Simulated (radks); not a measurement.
Species: the ruthenium ion Ru2+. Configuration: [Kr] 4d6.

Method: Dirac Kohn-Sham, PBE, spin-unpolarised, spherical densities, finite nucleus; open shells are shared between the two j in proportion to 2j + 1; Fermi nuclear charge, rms radius 4.4809 fm; computed with a radial shooting solver on a logarithmic mesh with Libxc functionals.

Energy parts (hartree):
part                        energy
total                  -4530.52845
kinetic                 4714.44829
electron-nucleus      -10929.10753
Hartree                 1817.21981
exchange-correlation    -133.08903

Orbitals (lengths in bohr, moments of r in powers of bohr; <r^-3> diverges for s and p1/2):
orbital  occ.  eigenvalue (hartree)  <r^-3>   <1/r>
1s1/2       2             -806.4876       -   45.88
2s1/2       2             -116.5717       -   10.49
2p1/2       2             -107.7710       -   10.47
2p3/2       4             -102.9596    2801   9.921
3s1/2       2             -21.14511       -   3.625
3p1/2       2             -17.73069       -   3.527
3p3/2       4             -16.91431   482.4   3.394
3d3/2       4             -10.87165   72.04   3.216
3d5/2       6             -10.71260   68.35   3.181
4s1/2       2              -3.54473       -   1.353
4p1/2       2              -2.52585       -   1.233
4p3/2       4              -2.40025   74.27   1.193
4d3/2     2.4              -0.89512   6.389  0.8799
4d5/2     3.6              -0.88142   6.009  0.8701
5s1/2       0              -0.70049       -  0.4678
5p1/2       0              -0.50330       -  0.3904
5p3/2       0              -0.49050   7.626  0.3812

The highest occupied level is 4d5/2 at -23.985 eV. Summed over all electrons, <r^2> = 31.10 bohr^2, which gives a Langevin (diamagnetic) susceptibility term of -24.6 x 10^-6 cm^3/mol. The density falls to 0.001 e/bohr^3 at r = 3.49 bohr. For comparison, the ionisation energy in NIST's Atomic Spectra Database is 28.470 eV (semi-empirical). In exact Kohn-Sham theory the highest level is minus the ionisation energy, but local and semilocal functionals leave it too shallow, through self-interaction and a potential that decays too fast; potentials with the right tail come closer.

Beside tabulated values, note that spin-unpolarised runs miss the spin-polarisation part of the exchange energy of open shells.
